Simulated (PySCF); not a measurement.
Some computed properties have been withheld. Give your best values.

CH5F2NSi.
SMILES: `FC([SiH2]N)F`

Conformer (atom-mapped SMILES and torsion angles): `[NH2:1][SiH2:2][CH:3]([F:4])[F:5]`: N1–Si2–C3–F4 60°, H–N1–Si2–C3 177°, H–N1–Si2–C3 -41°.

| property | level | value |
| --- | --- | --- |
| point group of the GFN2-xTB geometry | GFN2-xTB | C1 |
| rotational constants A, B, C of the GFN2-xTB geometry | GFN2-xTB | ? |
| dipole moment | PBE0/def2-SVPD | ? |
| HOMO energy | PBE0/def2-SVPD | ? |
| LUMO energy | PBE0/def2-SVPD | -0.05 eV |
| lowest singlet excitation | TDDFT PBE0/def2-SVPD | 6.35 eV (195 nm, f = 0.018) |
| strongest line among the 6 lowest singlet transitions | TDDFT PBE0/def2-SVPD | S5 at 8.00 eV (155 nm, f = 0.042) |
| lowest triplet excitation (Tamm–Dancoff) | TDA PBE0/def2-SVPD | 5.96 eV |
| static isotropic polarisability | PBE0/def2-SVPD | 49.5 au |
| electronic spatial extent ⟨r²⟩ about the centre of nuclear charge | PBE0/def2-SVPD | ? |
| 13C chemical shifts (computed TMS as zero) by class | GIAO PBE0/pcSseg-1 | ? |
| 1H chemical shifts (computed TMS as zero) by class | GIAO PBE0/pcSseg-1 | ? |
| isotropic shieldings of nuclei other than C and H, by class | GIAO PBE0/pcSseg-1 | ? |

Electronic properties: PySCF, gas phase, density fitting. NMR classes are plain means over equivalent atoms (diastereotopic ones count apart unless rotation or inversion swaps them), as if these changed places fast; in this geometry the members of some classes differ.

Task: What are the rotational constants A, B, C of the GFN2-xTB geometry?

Result: 6.734, 2.595, 2.026 GHz.

Task: The isotropic shieldings of nuclei other than C and H, by class?

Result: 268 (1 N), 328 (2 F), 391 (1 Si) ppm.

Task: The dipole moment?

Result: 2.75 D.

Task: Give the 1H chemical shifts (computed TMS as zero) by class.

Result: 6.50 (1 H), 4.78 (2 H), 0.25 (2 H) ppm.

Task: What are the 13C chemical shifts (computed TMS as zero) by class?

Result: 127.5 (1 C) ppm.

Task: Give the HOMO energy.

Result: -7.85 eV.

Task: Give the electronic spatial extent ⟨r²⟩ about the centre of nuclear charge.

Result: 581 bohr².

In atomic units the dipole is 1.08 e·bohr (1 au = 2.5417 D). A dipole of 2.75 D is allowed in C1, and pure rotational transitions are dipole-allowed. The principal polarisabilities are 45.9, 49.9 and 52.8 au; their mean is the isotropic value. With B = h/(8π²I), that is 505.379 GHz u Å² over I, the principal moments of inertia are 75.0, 194.7 and 249.5 u Å² (most abundant isotopes); the inertial defect Ic − Ia − Ib is -20.2 u Å² (zero for a rigid planar frame, negative otherwise).

For the NMR shielding job (PBE0/pcSseg-1), on one thread of an AMD EPYC 9R14, no GPU, shared host, this took 6.0 s and 0.51 GiB of memory at its peak.

One conformer stands for the species.
